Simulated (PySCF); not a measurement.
Coordinates in bohr (charge -1 multiplicity 1):
```
Ta    0.0000    0.0000   -0.0183
H     2.2202    0.0000    2.5100
H    -1.1101    1.9227    2.5100
H    -1.1101   -1.9227    2.5100
H     3.1481    0.0000   -1.4696
H    -1.5741    2.7263   -1.4696
H    -1.5740   -2.7264   -1.4696
```

Level of theory: PySCF, PBE0, basis Ta def2-TZVPD with ECP60, H def2-TZVPD (scalar-relativistic core potentials, no spin–orbit coupling, density fitting).

This geometry of TaH₆⁻ is a stationary point at this level.

Q: What is the point group?

A: C3v.

Q: Is it a minimum?

A: Yes: all harmonic wavenumbers are real.

Q: What are the dipole moment and the gap between the highest occupied and lowest empty levels?

A: 1.97 D about the centre of mass and 5.53 eV.

Q: Give the atomic charges and bond orders.

A: 
```json
{"atom": "Ta1", "Mulliken": "0.40", "Löwdin": "0.28", "polar tensor": "0.97", "Mayer order to Ta1": "–"}
{"atom": "H2,3,4", "Mulliken": "-0.17", "Löwdin": "-0.21", "polar tensor": "-0.26", "Mayer order to Ta1": "0.87"}
{"atom": "H5,6,7", "Mulliken": "-0.30", "Löwdin": "-0.22", "polar tensor": "-0.40", "Mayer order to Ta1": "0.86"}
```

Q: Give the ideal-gas entropy at 298.15 K and 1 bar by parts.

A: translation 174.1, rotation 71.5, vibration 15.7, spin 0.0; total 261.3 J/(mol K).

This need not be the most stable arrangement of these atoms. The lowest empty level of this anion is unbound, so it and the gap depend on the basis. No spin–orbit coupling is included, which matters more the heavier the element.
